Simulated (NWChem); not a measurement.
The numbers come from NWChem runs, not from measurements. System: GeSe, charge 0, spin multiplicity 1, at a geometry optimised with PBE0/def2-SVP. The structure started from a generated list of species. Level: PBE0/pcseg-1.

NWChem printed:

```
             Northwest Computational Chemistry Package (NWChem) 7.3.0
             --------------------------------------------------------

                                NWChem Input Module
                                -------------------

 Scaling coordinates for geometry "geometry" by  1.889725989
 (inverse scale =  0.529177249)

 Turning off AUTOSYM since
 SYMMETRY directive was detected!

                             Geometry "geometry" -> ""
                             -------------------------

 Output coordinates in angstroms (scale by  1.889725989 to convert to a.u.)

  No.       Tag          Charge          X              Y              Z
 ---- ---------------- ---------- -------------- -------------- --------------
    1 Ge                  32.0000     0.00000000     0.00000000     1.10324600
    2 Se                  34.0000     0.00000000     0.00000000    -1.03834900

 Effective nuclear repulsion energy (a.u.)     268.8392748917

            Nuclear Dipole moment (a.u.)
            ----------------------------
        X                 Y               Z
 ---------------- ---------------- ----------------
     0.0000000000     0.0000000000     0.0000113384

      Symmetry information
      --------------------

 Group name             C2v
 Group number             16
 Group order               4
 No. of unique centers     2

      Symmetry unique atoms

     1    2


 Summary of "ao basis" -> "" (spherical)
 ------------------------------------------------------------------------------
       Tag                 Description            Shells   Functions and Types
 ---------------- ------------------------------  ------  ---------------------
 *                          pcseg-1                   on all atoms

                                 NWChem DFT Module
                                 -----------------

 Summary of "ao basis" -> "ao basis" (spherical)
 ------------------------------------------------------------------------------
       Tag                 Description            Shells   Functions and Types
 ---------------- ------------------------------  ------  ---------------------
 Ge                         pcseg-1                 11       27   5s4p2d
 Se                         pcseg-1                 11       27   5s4p2d

 Summary of "ao basis" -> "ao basis" (spherical)
 ------------------------------------------------------------------------------
       Tag                 Description            Shells   Functions and Types
[...]
              MO Center=  1.9D-16, -1.4D-15, -5.2D-01, r^2= 2.4D+00
   Bfn.  Coefficient  Atom+Function         Bfn.  Coefficient  Atom+Function
  ----- ------------  ---------------      ----- ------------  ---------------
    43      0.500661  2 Se py                40      0.433995  2 Se py
    37     -0.286579  2 Se py                13      0.222901  1 Ge py
    16      0.223458  1 Ge py                10     -0.132680  1 Ge py
    34      0.093743  2 Se py                24     -0.057731  1 Ge d -1
    51      0.046823  2 Se d -1               7      0.043551  1 Ge py

 Vector   33  Occ=2.000000D+00  E=-2.811452D-01  Symmetry=b1
              MO Center= -1.4D-15, -1.9D-16, -5.2D-01, r^2= 2.4D+00
   Bfn.  Coefficient  Atom+Function         Bfn.  Coefficient  Atom+Function
  ----- ------------  ---------------      ----- ------------  ---------------
    42      0.500661  2 Se px                39      0.433995  2 Se px
    36     -0.286579  2 Se px                12      0.222901  1 Ge px
    15      0.223458  1 Ge px                 9     -0.132680  1 Ge px
    33      0.093743  2 Se px                26      0.057731  1 Ge d  1
    53     -0.046823  2 Se d  1               6      0.043551  1 Ge px

 Vector   34  Occ=0.000000D+00  E=-9.113060D-02  Symmetry=b1
              MO Center=  2.8D-17,  1.2D-18,  6.4D-01, r^2= 3.7D+00
   Bfn.  Coefficient  Atom+Function         Bfn.  Coefficient  Atom+Function
  ----- ------------  ---------------      ----- ------------  ---------------
    15      0.670162  1 Ge px                42     -0.459516  2 Se px
    12      0.421201  1 Ge px                39     -0.264479  2 Se px
     9     -0.241220  1 Ge px                36      0.175260  2 Se px
     6      0.078772  1 Ge px                33     -0.057153  2 Se px
    53     -0.053520  2 Se d  1              26     -0.028767  1 Ge d  1

 Vector   35  Occ=0.000000D+00  E=-9.113060D-02  Symmetry=b2
              MO Center= -2.1D-18,  2.6D-17,  6.4D-01, r^2= 3.7D+00
   Bfn.  Coefficient  Atom+Function         Bfn.  Coefficient  Atom+Function
  ----- ------------  ---------------      ----- ------------  ---------------
    16      0.670162  1 Ge py                43     -0.459516  2 Se py
    13      0.421201  1 Ge py                40     -0.264479  2 Se py
    10     -0.241220  1 Ge py                37      0.175260  2 Se py
     7      0.078772  1 Ge py                34     -0.057153  2 Se py
    51      0.053520  2 Se d -1              24      0.028767  1 Ge d -1

 Vector   36  Occ=0.000000D+00  E= 4.923212D-02  Symmetry=a1
              MO Center= -4.5D-16, -4.5D-16,  7.7D-01, r^2= 5.0D+00
   Bfn.  Coefficient  Atom+Function         Bfn.  Coefficient  Atom+Function
  ----- ------------  ---------------      ----- ------------  ---------------
    17      1.362513  1 Ge pz                32      1.000317  2 Se s
    44      0.999213  2 Se pz                 5     -0.834183  1 Ge s
     4     -0.261642  1 Ge s                 31      0.258405  2 Se s
    14      0.252275  1 Ge pz                30     -0.241506  2 Se s
    41      0.223293  2 Se pz                 3      0.201824  1 Ge s

 center of mass
 --------------
 x =   0.00000000 y =   0.00000000 z =  -0.00483061

 moments of inertia (a.u.)
 ------------------
         625.151971410493           0.000000000000           0.000000000000
           0.000000000000         625.151971410493           0.000000000000
           0.000000000000           0.000000000000           0.000000000000

     Multipole analysis of the density
     ---------------------------------

     L   x y z        total         alpha         beta         nuclear
     -   - - -        -----         -----         ----         -------
     0   0 0 0     -0.000000    -33.000000    -33.000000     66.000000

     1   1 0 0     -0.000000     -0.000000     -0.000000      0.000000
     1   0 1 0     -0.000000     -0.000000     -0.000000      0.000000
     1   0 0 1      0.710414      0.355202      0.355202      0.000011

     2   2 0 0    -26.157945    -13.078973    -13.078973      0.000000
     2   1 1 0     -0.000000     -0.000000     -0.000000      0.000000
     2   1 0 1     -0.000000     -0.000000     -0.000000      0.000000
     2   0 2 0    -26.157945    -13.078973    -13.078973      0.000000
     2   0 1 1      0.000000      0.000000      0.000000      0.000000
     2   0 0 2    -25.908458   -147.952226   -147.952226    269.995994

 Task  times  cpu:        2.8s     wall:        2.8s

 Total times  cpu:        2.8s     wall:        2.8s
```

Task: Write an NWChem input that would produce this output.

Result: This is not unique; one that fits is 
```
start mol
memory heap 200 mb stack 900 mb global 1100 mb
geometry units angstroms nocenter noautoz
  Ge     0.000000     0.000000     1.103246
  Se     0.000000     0.000000    -1.038349
  symmetry group C2v
end
basis spherical
  * library pcseg-1
end
dft
  xc pbe0
  semidirect memsize 60000000 filesize 0
  iterations 100
end
task dft energy
```
